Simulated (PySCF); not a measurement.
From one molecule to another.

First species: C7H7BO3.
Cartesian coordinates in Å at the PBE0-D3(BJ)/def2-SVP level; atoms count from 1:
```
atom  x, y, z in Å
B1    -3.2759    0.6208   -0.7924
O2    -2.3837    1.1757    0.3297
C3    -1.1552    0.9132    0.4516
C4    -0.4286    0.0952   -0.4238
C5     0.9848   -0.1873   -0.2336
C6     1.8797    0.0699    0.7720
C7     3.1291   -0.4766    0.3422
C8     2.9019   -1.0239   -0.8827
O9     1.6073   -0.8488   -1.2361
C10   -1.1479   -0.4155   -1.5158
O11   -2.3751   -0.2014   -1.7231
H12   -4.0960   -0.1267   -0.2930
H13   -3.7238    1.5592   -1.4216
H14   -0.6572    1.3879    1.3105
H15    1.6779    0.5770    1.7126
H16    4.0731   -0.4652    0.8821
H17    3.5271   -1.5496   -1.5988
H18   -0.6366   -1.0386   -2.2631
```

Second species: C3H6B2.
SMILES: `B(CB)C#C`

Levels: CAM-B3LYP/def2-SVPD for dipole moment, HOMO energy, LUMO energy, HOMO–LUMO gap, static isotropic polarisability and electronic spatial extent ⟨r²⟩ about the centre of nuclear charge; TDDFT CAM-B3LYP/def2-SVPD for lowest singlet excitation; TDA CAM-B3LYP/def2-SVPD for lowest triplet excitation (Tamm–Dancoff); PBE0-D3(BJ)/def2-SVP for rotational constant A and rotational constant C. Geometries: PBE0-D3(BJ)/def2-SVP. All species are isolated and taken at one optimised geometry, non-relativistic unless stated; the electronic structure was computed with PySCF and density fitting.

The conformers computed, where there is a choice (atom-mapped SMILES and torsion angles):
- `[BH2-:1]1[O:2][CH:3]=[C:4]([c:5]2[cH:6][cH:7][cH:8][o:9]2)[CH:10]=[O+:11]1`: C3–C4–C5–C6 8°
- `[BH2:1][CH2:2][BH:3][C:4]#[CH:5]`: B1–C2–B3–C4 -107°

```tsv
property	column X	column Y
dipole moment	0.90 D	4.64 D
HOMO energy	-9.35 eV	-7.36 eV
LUMO energy	-1.20 eV	-1.51 eV
HOMO–LUMO gap	8.15 eV	5.85 eV
lowest singlet excitation	4.18 eV	3.11 eV
lowest triplet excitation (Tamm–Dancoff)	3.85 eV	2.04 eV
static isotropic polarisability	64.6 au	109.5 au
electronic spatial extent ⟨r²⟩ about the centre of nuclear charge	539 bohr²	1890 bohr²
rotational constant A	15.578 GHz	3.409 GHz
rotational constant C	2.367 GHz	0.564 GHz
```

(1) Which column belongs to which species?

(2) How does each property change from the first species to the second?

## Answers

(1) Column X is the second species and column Y the first. The first has 18 atoms and 78 electrons, the second 11 and 34.

(2) dipole moment -3.74 D; HOMO energy -1.99 eV; LUMO energy +0.31 eV; HOMO–LUMO gap +2.30 eV; lowest singlet excitation +1.07 eV; lowest triplet excitation (Tamm–Dancoff) +1.81 eV; static isotropic polarisability -44.9 au; electronic spatial extent ⟨r²⟩ about the centre of nuclear charge -1351 bohr²; rotational constant A +12.169 GHz; rotational constant C +1.803 GHz.

On the first: 1 of the 10 computed singlets lies in the visible range (750 to 380 nm, 1.65 to 3.26 eV), with an oscillator strength of 0.030. The principal polarisabilities are 65.4, 104.7 and 158.5 au; their mean is the isotropic value.

On the second: The dipole equals about 3.0 × 10⁻³⁰ C·m (1 D = 3.33564 × 10⁻³⁰ C·m). The vertical singlet–triplet gap S1 − T1 is 0.33 eV (TDDFT singlet less Tamm–Dancoff triplet; S1: HOMO→LUMO, weight 0.87; T1: HOMO→LUMO, weight 0.84).
